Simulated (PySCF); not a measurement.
Gas-phase reaction: 3 H2SiO = Si3O3 + 3 H2

Computed with PySCF and rigid-rotor harmonic-oscillator thermochemistry at 1 bar. † marks an energy on the PBE0/def2-TZVP geometry and frequencies; other levels use their own. 6-31G* has spherical d functions here. All species are closed-shell singlets. B3LYP is the form with VWN-RPA correlation. H2SiO, Si3O3: computed as isolated molecules; such fragments, hydroxides, amides, oligomers or adducts are transient or little studied in the gas.

```tsv
level	ΔH°(298 K), kJ
B3LYP/6-31G*	-446
PBE/def2-TZVP†	-411
PBE0/def2-TZVP	?
ωB97M-V/def2-TZVP†	?
ωB97X-V/def2-TZVP†	-447
```

Problem. Some entries are withheld; supply them.

Solution. 
- PBE0/def2-TZVP, ΔH°(298 K), kJ: -436
- ωB97M-V/def2-TZVP†, ΔH°(298 K), kJ: -492
